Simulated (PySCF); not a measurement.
How the method changes the constants of SbC

State: ²Σ⁺ (doublet), unpaired electrons σ ↑. Set-up: PySCF, scalar-relativistic core potentials, basis sets Sb def2-SVP with ECP28, C def2-SVP. De refers to Sb + C in their high-spin ground configurations, without counterpoise correction. The functionals are run spin-unrestricted. A positive dipole means Sb(−)C(+). Levels whose curve was spin-contaminated or gave no clean fit are not listed.

```
       Level  Re (Å)  ωe (cm⁻¹)  De (eV)  μ (D)
        ROHF   1.841        998   -0.306  -2.05
    ROHF-MP2   1.929        797     3.23    n/a
ROHF-SCS-MP2   1.925        804     2.99    n/a
   ROHF-CCSD   1.896        865     2.51    n/a
ROHF-CCSD(T)   1.915        819     2.94    n/a
         PBE   1.898        844     3.90  -2.16
        BLYP   1.911        820     3.79  -2.15
```

Problem. What does the triples do here, going from ROHF-CCSD to ROHF-CCSD(T)?

Solution. ROHF-CCSD(T) less ROHF-CCSD: +1.9 pm in Re, -5.3 % in ωe, +0.43 eV in De. Correlation nearly always deepens the well. The bond lengthens, as in strong covalent bonds, where excitations into antibonding orbitals dominate.

Problem. What does all correlation do here, going from ROHF to ROHF-CCSD(T)?

Solution. ROHF-CCSD(T) less ROHF: +7.4 pm in Re, -17.9 % in ωe, +3.25 eV in De. Correlation nearly always deepens the well. The bond lengthens, as in strong covalent bonds, where excitations into antibonding orbitals dominate.

Correlated steps freeze 5 core orbitals. Correlated levels converge slowly with the basis: in double zeta they bind strong bonds too weakly, by up to about 1 eV, and carry superposition errors of some tenths. Spin–orbit coupling is left out, which matters for elements this heavy, above all for dissociation energies. UHF is strongly spin-contaminated for SbC, so the ROHF reference used there is far from stable. A negative De means that the minimum lies above the separated atoms at that level. The state is the lowest determinant that a PBE0 search found; another state may lie lower at other levels.
